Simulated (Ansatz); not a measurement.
Basis sets compared for Si9H15. The state is a doublet with charge 0. Geometry r2SCAN-D4/def2-SVP. Ansatz on 6 threads of Intel Xeon on a shared host; times are rough, and most runs start from earlier orbitals.

```xyz
24

Si    1.3702   -0.4486    2.4447
Si   -0.8392    1.1633   -4.5531
Si   -0.7335   -1.0612    3.3478
Si    0.7927   -0.0378   -1.3069
Si    1.3812    1.8197    1.8058
Si    0.0407    1.8575   -0.1288
Si   -1.3834   -1.9208    1.2344
Si    0.8361   -1.6249    0.4318
Si   -0.6645   -0.6149   -3.0578
H    -1.8900   -3.3298    1.2583
H    -1.4142    2.3980   -3.9294
H    -2.0130   -0.9057   -2.4753
H    -1.5611    0.0330    3.9496
H     2.7727    2.2205    1.4139
H     2.5913   -0.8372    3.2210
H    -1.3957    1.6489    0.2478
H     2.1658    0.2394   -1.8461
H    -2.3733   -1.0696    0.5002
H     0.4501    1.4977   -5.2377
H     1.5863   -2.8833    0.1229
H     0.9051    2.7333    2.8929
H    -0.6014   -2.1704    4.3475
H    -0.1770   -1.8367   -3.7747
H     0.1542    3.1293   -0.9088
```

Another isomer (doublet) lies 0.56 eV lower at PBE0-D4/def2-TZVP; other spin states weren't run for this one.

Binding counts from free atoms (Si triplet, H doublet) in the same basis, without a counterpoise term.

```tsv
level	functions	energy (Eh)	HOMO (eV)	LUMO (eV)	binding per atom (eV)	wall time
PBE-D4/def2-SVP	237	-2612.2878	-5.04	-3.61	3.05	11 s
PBE0-D4/def2-SVP	237	-2612.5599	-6.06	-2.81	3.05	21 s
```

Question: Estimate the rows for PBE-D4/def2-TZVP (with forces), PBE0-D4/def2-TZVP.

Answer: 
```csv
level,functions,energy (Eh),HOMO (eV),LUMO (eV),binding per atom (eV),wall time
PBE-D4/def2-TZVP (with forces),423,-2613.1952,-5.05,-3.66,3.06,26 s
PBE0-D4/def2-TZVP,423,-2613.4578,-6.02,-2.81,3.06,64 s
```
